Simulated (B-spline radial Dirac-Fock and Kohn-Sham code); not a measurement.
# Internal conversion coefficients of Eu at 17.4 keV

Z = 63 (europium), transition energy 17.4 keV. These are calculated numbers from a radial finite-basis atomic code; the model is a Dirac-Hartree-Slater potential of the neutral atom with a Latter tail (no hole, which puts coefficients of high multipoles low close above an edge), finite nucleus with surface currents. The K shell is not open to conversion at this energy. Subshells that would emit electrons below 1 keV are left out.

Input file task.json (cfg lists n, l and occupation; rrms is the nuclear radius in fm):

```json
{"items": [{
  "Z": 63,
  "q": 0,
  "cfg": [[1, 0, 2], [2, 0, 2], [2, 1, 6], [3, 0, 2], [3, 1, 6], [3, 2, 10], [4, 0, 2], [4, 1, 6], [4, 2, 10], [4, 3, 7], [5, 0, 2], [5, 1, 6], [6, 0, 2]],
  "A": 153,
  "rrms": 5.1115,
  "do": "conversion",
  "gamma": [17.4],
  "edges": {"L1": 8052.0, "L2": 7617.0, "L3": 6977.0, "M1": 1800.0, "M2": 1614.0, "M3": 1481.0, "M4": 1158.6, "M5": 1127.5, "N1": 360.0, "N2": 284.0, "N3": 257.0, "N4": 133.0, "N5": 127.7}
}]}
```

Run with: `python xray2_run.py task.json out`

| subshell | electron energy (keV) | E2 | E3 | E4 | E5 | M5 |
| --- | --- | --- | --- | --- | --- | --- |
| L1 | 9.35 | 24.7 | 4430 | 197000 | 6.17e+06 | 1.55e+08 |
| L2 | 9.78 | 2030 | 325000 | 1.84e+07 | 7.10e+08 | 1.15e+07 |
| L3 | 10.42 | 2860 | 457000 | 2.66e+07 | 1.06e+09 | 9.24e+09 |
| M1 | 15.60 | 3.79 | 954 | 58500 | 2.48e+06 | 1.60e+08 |
| M2 | 15.79 | 456 | 90000 | 7.38e+06 | 4.40e+08 | 1.12e+07 |
| M3 | 15.92 | 658 | 124000 | 9.70e+06 | 5.51e+08 | 5.20e+09 |
| M4 | 16.24 | 8.64 | 10900 | 6.98e+06 | 1.36e+09 | 7.90e+07 |
| M5 | 16.27 | 9.70 | 16500 | 9.11e+06 | 1.67e+09 | 2.90e+09 |
| N1 | 17.04 | 0.869 | 233 | 15600 | 738000 | 5.04e+07 |
| N2 | 17.12 | 104 | 21400 | 1.88e+06 | 1.21e+08 | 3.35e+06 |
| N3 | 17.14 | 149 | 28900 | 2.40e+06 | 1.46e+08 | 1.39e+09 |
| N4 | 17.27 | 1.84 | 2470 | 1.63e+06 | 3.34e+08 | 2.05e+07 |
| N5 | 17.27 | 2.04 | 3730 | 2.12e+06 | 4.06e+08 | 7.11e+08 |
| N6 | 17.39 | 0.00751 | 1.09 | 1230 | 1.69e+06 | 301000 |
| N7 | 17.39 | 0.00911 | 1.10 | 2010 | 2.22e+06 | 1.76e+06 |
| total |  | 6350 | 1.09e+06 | 8.70e+07 | 6.85e+09 | 2.01e+10 |

Task: For a pure E2 transition, what fraction of decays emits a photon?

Result: 1/(1 + α) = 0.000158 with the total α = 6350; the total includes the outer subshells that are not listed.
